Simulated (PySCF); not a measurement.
CH₇FO₂Si₂, SMILES [SiH3]C[Si](F)(O)O. Atoms are numbered in the order given.

```xyz
13

O      1.6158     1.2804     1.0884
Si     0.6492     0.4827    -0.0150
O      1.2583    -1.0509    -0.1929
F      0.7571     1.3158    -1.4269
C     -1.1459     0.3163     0.4378
Si    -1.8946    -1.3940     0.0814
H      1.6206     2.2503     1.0170
H      2.2260    -1.1178    -0.2658
H     -1.2654     0.5287     1.5212
H     -1.7279     1.0844    -0.1136
H     -1.2834    -2.4363     0.9719
H     -3.3775    -1.3530     0.3482
H     -1.6873    -1.7746    -1.3573
```
Charge 0, spin multiplicity 1.

Coordinates come from a PBE-D3(BJ)/def2-SVP optimisation. The structure was generated by enumeration, and PubChem lists no compound with its InChIKey, so it may never have been made. The values are those of a single conformer.

Level of theory: PBE-D3(BJ)/def2-SVP (PySCF 2.14.0).

Frequencies are harmonic and unscaled.

List the normal modes with their intensities. (Estimate from the structure and the level; the computed values follow.)


```csv
mode,ν (cm⁻¹),IR (km/mol),moving atoms (share of kinetic energy)
1,19,0.0,"H 23 %, O 21 %, Si 21 %, F 19 %, C 16 %"
2,118,1.6,"O 40 %, Si 34 %, H 19 %"
3,145,62.7,"H 71 %, O 13 %, F 12 %"
4,158,6.0,H 81 %
5,200,18.1,"H 52 %, O 25 %, F 12 %, C 10 %"
6,238,23.1,"O 39 %, H 30 %, Si 20 %, F 8 %"
7,256,39.7,"H 51 %, F 18 %, Si 16 %"
8,315,20.0,"O 34 %, F 25 %, Si 23 %, H 14 %"
9,349,88.5,"O 45 %, H 33 %, F 13 %, Si 8 %"
10,359,58.2,"O 31 %, Si 23 %, H 22 %, F 13 %, C 11 %"
11,474,3.3,H 88 %
12,549,1.8,"H 54 %, Si 23 %, C 13 %"
13,690,26.1,"H 40 %, C 33 %, O 14 %"
14,727,12.1,"H 38 %, C 35 %, F 11 %, Si 11 %"
15,731,6.9,"H 50 %, C 30 %, O 11 %, Si 9 %"
16,769,154.7,"H 57 %, O 19 %, C 8 %"
17,786,165.8,"H 68 %, O 30 %"
18,851,238.7,"H 52 %, Si 28 %, F 13 %"
19,894,196.1,"H 47 %, Si 27 %, F 16 %, O 9 %"
20,903,40.8,"H 55 %, Si 24 %, O 19 %"
21,913,78.0,H 94 %
22,924,39.9,H 97 %
23,951,151.4,"Si 41 %, O 32 %, H 24 %"
24,987,24.7,"H 79 %, Si 15 %"
25,1046,147.5,"H 51 %, C 39 %"
26,1330,10.9,H 92 %
27,2152,124.0,H 97 %
28,2178,72.8,H 97 %
29,2190,95.0,H 96 %
30,2998,0.2,H 95 %
31,3063,0.0,"H 91 %, C 9 %"
32,3772,88.3,H 94 %
33,3774,90.4,H 94 %
```
